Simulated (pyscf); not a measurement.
## HS–GeH₃, singlet

Gas-phase minimum from PySCF at ωB97X-D3(BJ)/def2-SVP, one conformer. 

```
Ge
H 1 1.5319
H 1 1.5355 2 110.50
H 1 1.5355 2 110.49 3 121.64
S 1 2.2212 2 105.13 4 119.20
H 5 1.3471 1 94.81 2 179.79
```

Properties at ωB97X-D3(BJ)/def2-SVP:

| Property | Result |
|---|---|
| Harmonic wavenumbers, unscaled | 164, 425, 527, 591, 801, 868, 891, 912, 2189, 2195, 2216, 2761 cm⁻¹ |
| Zero-point energy | 20.8 kcal/mol |
| Rotational symmetry number | 1 |
| Entropy of this conformer at 298 K and 1 atm, rigid rotor and harmonic oscillator, modes under 100 cm⁻¹ raised to 100 | 285.6 J/(mol K) |
| Dipole moment | 1.44 D |

Single-point totals, which compare only within one level (frozen core for MP2 and CC):

```tsv
level	total energy (hartree)
ωB97X-D3(BJ)/def2-TZVP	-2477.60245
PBE/def2-TZVP	-2477.12693
r²SCAN/def2-TZVP	-2477.58526
B3LYP-D3(BJ)/def2-TZVP	-2477.70088
PBE0-D3(BJ)/def2-TZVP	-2477.22289
M06-2X/def2-TZVP	-2477.59917
ωB97M-D3(BJ)/def2-TZVP	-2477.69000
HF/def2-TZVPP	-2475.25646
MP2/def2-TZVPP	-2475.70256
CCSD/def2-TZVPP	-2475.73444
CCSD(T)/def2-TZVPP	-2475.75249
```

Soft torsions are taken as harmonic, which can shift the entropy by several J/(mol K). The CCSD(T) − MP2 part came from Ansatz, without density fitting, on the same reference. The frozen core leaves the outer d or s,p core shells of the metals and heavy elements correlated in the MP2 and CC values, and def2-TZVPP describes them poorly, so these totals are far from the basis limit. Elements up to Kr have no core potential and no relativistic terms here.
